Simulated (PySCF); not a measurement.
C2H7ClO2Si, SMILES OCC[Si@H](O)Cl.

Coordinates come from a PBE-D3(BJ)/def2-SVP optimisation. The structure was generated by enumeration; whether it is a known compound was not checked. Other conformers were not sampled.

These are TDA-CAM-B3LYP/def2-SVPD (PySCF) values and carry that method's errors.

Vertical excitations. 

```
state  energy (eV)  λ (nm)      f                                                                  main pairs
-----  -----------  ------  -----  --------------------------------------------------------------------------
S1            7.32     169  0.010                                                            HOMO→LUMO+1 71 %
S2            7.70     161  0.008          HOMO→LUMO 42 %, HOMO−1→LUMO 23 %, HOMO−2→LUMO 8 %, HOMO−4→LUMO 8 %
S3            7.85     158  0.019                                        HOMO→LUMO+2 55 %, HOMO−1→LUMO+2 17 %
S4            8.08     153  0.029      HOMO−2→LUMO 33 %, HOMO−1→LUMO 19 %, HOMO−1→LUMO+2 9 %, HOMO−4→LUMO 8 %
S5            8.22     151  0.034      HOMO→LUMO 16 %, HOMO−4→LUMO 15 %, HOMO−1→LUMO+2 14 %, HOMO→LUMO+3 10 %
S6            8.33     149  0.028     HOMO−1→LUMO+2 21 %, HOMO→LUMO 17 %, HOMO−1→LUMO+1 12 %, HOMO−1→LUMO 9 %
S7            8.35     148  0.021  HOMO−1→LUMO 15 %, HOMO−1→LUMO+1 13 %, HOMO−2→LUMO+2 12 %, HOMO→LUMO+3 11 %
S8            8.52     146  0.044   HOMO−1→LUMO+1 33 %, HOMO−2→LUMO+2 20 %, HOMO→LUMO+3 11 %, HOMO→LUMO+4 6 %
S9            8.63     144  0.035       HOMO→LUMO+3 19 %, HOMO−2→LUMO 17 %, HOMO−3→LUMO 11 %, HOMO→LUMO+4 9 %
S10           8.67     143  0.006      HOMO→LUMO+4 25 %, HOMO→LUMO+3 20 %, HOMO−2→LUMO 9 %, HOMO−2→LUMO+2 8 %
T1            6.99     177      0                                                            HOMO→LUMO+1 62 %
T2            7.37     168      0        HOMO→LUMO 24 %, HOMO−1→LUMO 16 %, HOMO−4→LUMO 16 %, HOMO−2→LUMO 13 %
T3            7.45     166      0                                        HOMO−1→LUMO+2 34 %, HOMO→LUMO+2 32 %
T4            7.73     160      0     HOMO−2→LUMO 23 %, HOMO−2→LUMO+2 15 %, HOMO−1→LUMO 15 %, HOMO→LUMO+2 8 %
```
Triplets are in the Tamm–Dancoff approximation.
